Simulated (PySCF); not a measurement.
**Correlation energy of Ce³⁺ (cerium, charge +3)**

[Xe] 4f1, 2F determinant. All numbers are calculated (PySCF 2.14, scalar relativity by spin-free X2C-1e, in ANO-RCC-VTZP (8s7p5d3f2g1h, 104 functions)). Frozen: [Ar] 3d10; 27 electrons correlated.

MP2 pair energies summed by pair of shells (mhartree):

| pair | energy | share (%) |
| --- | --- | --- |
| 4d-4d | -249.98 | 34.1 |
| 4d-5p | -133.58 | 18.2 |
| 5p-5p | -131.67 | 17.9 |
| 5s-5p | -39.07 | 5.3 |
| 4p-4d | -35.28 | 4.8 |
| 4d-5s | -29.33 | 4.0 |
| 4d-4f | -24.51 | 3.3 |
| 4f-5p | -24.50 | 3.3 |
| 4p-4p | -18.80 | 2.6 |
| 4p-5p | -9.37 | 1.3 |
| 4s-4d | -8.85 | 1.2 |
| 5s-5s | -6.73 | 0.9 |
| 4p-5s | -5.41 | 0.7 |
| 4f-5s | -4.90 | 0.7 |
| 4p-4f | -4.65 | 0.6 |
| 4s-4p | -3.50 | 0.5 |
| 4s-4s | -1.53 | 0.2 |
| 4s-5p | -1.14 | 0.2 |
| 4s-4f | -0.62 | 0.1 |
| 4s-5s | -0.36 | 0.0 |

Total MP2 correlation energy: -733.81 mhartree.

Same-spin part -259.01 and opposite-spin part -474.80 mhartree; SCS-MP2 scales them by 1/3 and 6/5 to -656.10 mhartree.
